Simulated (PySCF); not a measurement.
## Trend along the chalcogens: MB molecules

CCSD(T) with double-zeta basis sets in PySCF, for the lowest determinant that a PBE0 search found; no spin–orbit coupling. De refers to high-spin ground-configuration atoms.

| M | basis | reference, frozen orbitals | state (unpaired electrons) | Re (Å) | ωe (cm⁻¹) | De (eV) |
| --- | --- | --- | --- | --- | --- | --- |
| O | cc-pVDZ | ROHF, 2 | doublet (σ ↑) | 1.220 | 1838 | 7.67 |
| S | def2-SVP | ROHF, 6 | doublet (σ ↑) | 1.626 | 1199 | 5.56 |
| Se | jorge-DZP-DKH | ROHF, 10 | doublet (σ ↑) | 1.732 | 1010 | 4.77 |
| Te | aug-cc-pVDZ/aug-cc-pVDZ-PP | ROHF, 5 | doublet (σ ↑) | 1.985 | 798 | 3.54 |

The shortest bond is that of BO (1.220 Å), the longest that of BTe (1.985 Å). BO is bound most strongly (7.67 eV) and BTe least (3.54 eV).

The rows differ in basis set, which adds steps of its own.

Relativity is treated differently too: O no relativity; S no relativity; Se spin-free X2C; Te scalar-relativistic core potentials.

Down a group bonds as a rule get longer and wavenumbers fall, partly through the reduced mass; this series shows no clear exception.

Correlated steps freeze the inner cores (2 to 10 orbitals); shallow outer-core shells are correlated. Correlated levels converge slowly with the basis: in double zeta they bind strong bonds too weakly, by up to about 1 eV, and carry superposition errors of some tenths. Spin–orbit coupling is left out, which matters for elements this heavy, above all for dissociation energies. States were picked by a PBE0 search and need not be the measured ground states.
